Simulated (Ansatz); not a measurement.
Two isomers of C3H8SSi: A = `C1CSC[SiH2]1`, B = `CC1C[SiH2]S1`.

Computed with Ansatz on PBE0-D4/def2-TZVP structures; ΔE is electronic, products minus reactants. CCSD(T)/CBS is the MP2 limit (def2-TZVPP, def2-QZVPP) plus CCSD(T) − MP2 in def2-TZVPP, frozen cores. Functionals use def2-TZVPP. B3LYP here is the variant with VWN-RPA as its local correlation; programs differ in this.

A:

```xyz
13

C     0.095    0.994   -0.797
C     0.911   -0.244   -1.159
S     1.494   -1.073    0.345
C    -0.101   -1.100    1.199
Si   -0.942    0.521    0.707
H     0.764    1.812   -0.520
H    -0.512    1.333   -1.641
H     1.804   -0.005   -1.742
H     0.315   -0.949   -1.746
H    -0.684   -1.978    0.912
H     0.093   -1.154    2.271
H    -2.380    0.311    0.378
H    -0.857    1.533    1.793
```

B:

```xyz
13

C    -1.538    0.790    0.679
C    -0.079    0.590    0.351
C     0.392   -0.880    0.291
Si    1.452   -0.611   -1.233
S     0.356    1.214   -1.355
H    -1.810    1.848    0.658
H    -2.169    0.261   -0.039
H    -1.752    0.401    1.680
H     0.542    1.151    1.053
H     0.856   -1.234    1.212
H    -0.452   -1.533    0.055
H     1.295   -1.550   -2.376
H     2.909   -0.447   -0.976
```

(1) Which isomer does CCSD(T)/CBS put lower? Give the gap. (Estimate.)

(2) Give E(B) − E(A) in kJ/mol with HF/def2-TZVPP, ωB97M-V, PBE-D4, r2SCAN-D4, CCSD/def2-TZVPP, PBE0-D4, B3LYP-D4. (Estimate.)

Largest T1 diagnostic: 0.011.

Results:

(1) The calculation gave: B, by 21.8 kJ/mol.

(2) Computed: HF/def2-TZVPP -24.3, ωB97M-V -20.2, PBE-D4 -20.4, r2SCAN-D4 -21.2, CCSD/def2-TZVPP -22.1, PBE0-D4 -20.4, B3LYP-D4 -19.4. None reverses the order clearly.
